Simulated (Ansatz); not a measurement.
Reaction (atomization): `[GeH3][SiH2][GeH2][GeH3]` → 3 Ge• + 10 H• + Si•

Computed with Ansatz on PBE0-D4/def2-TZVP structures; ΔE is electronic, products minus reactants. CCSD(T)/CBS adds triple-zeta CCSD(T) − MP2 to the extrapolated MP2 energy (def2 sets, frozen cores). This one scheme is used for every species, atoms too. DFT in def2-TZVPP. No spin–orbit coupling; open shells (•) take unrestricted orbitals. Spin–orbit coupling would lower the free atoms: a little for Si; clearly for Ge. Bonds to Ge are less sure, by a few kJ/mol each and by 10 to 20 or more in all where they break to atoms, as the def2 sets lack core-valence functions. Scalar relativity is left out up to krypton. One conformer a species, not always the lowest.

Question: What is ΔE at CCSD(T)/CBS? (Best estimate.)

Answer: Ansatz gave: +3758.0 kJ/mol.

Question: What do these levels give: B97M-V, r2SCAN0-D4, ωB97X-V, ωB97M-V, PBE-QIDH, r2SCANh, BHLYP, CAM-B3LYP, MP2/def2-SVP, CCSD(T)/def2-SVP, SCS-MP2/def2-TZVPP, SCS-MP2/def2-QZVPP? (An estimate is asked.)

Answer: The calculation gave: B97M-V 3793.3, r2SCAN0-D4 3722.5, ωB97X-V 3774.1, ωB97M-V 3697.1, PBE-QIDH 3690.4, r2SCANh 3723.6, BHLYP 3637.7, CAM-B3LYP 3694.1, MP2/def2-SVP 3433.8, CCSD(T)/def2-SVP 3501.2, SCS-MP2/def2-TZVPP 3661.6, SCS-MP2/def2-QZVPP 3706.6 kJ/mol.

Largest T1 diagnostic among the species: 0.012.

From BLYP to BHLYP (50 % exact exchange), in def2-TZVPP and without D4, ΔE moves by +64.4 kJ/mol. Leaving LDA and LC-ωPBE aside and taking each functional with its dispersion term where it has one, the values, not all of them listed here, spread over 183.9 kJ/mol, from revPBE-D4 to B97M-V. LDA lies +517.8 kJ/mol from PBE without D4, its usual overbinding. The D4 term adds +57.2 kJ/mol with B3LYP and +30.8 kJ/mol with PBE0; it sums over pairs of atoms, weighted by their polarisabilities, and B3LYP, whose exchange is more repulsive, gets the larger term.

B3LYP here is the variant with VWN-RPA as its local correlation; programs differ in this.

For atomizations the MP2-based limit and the directly extrapolated one differ by several kJ/mol either way, and by 10 to 25 for some Ge, Se and Sn compounds, so smaller differences from it don't rank the levels.
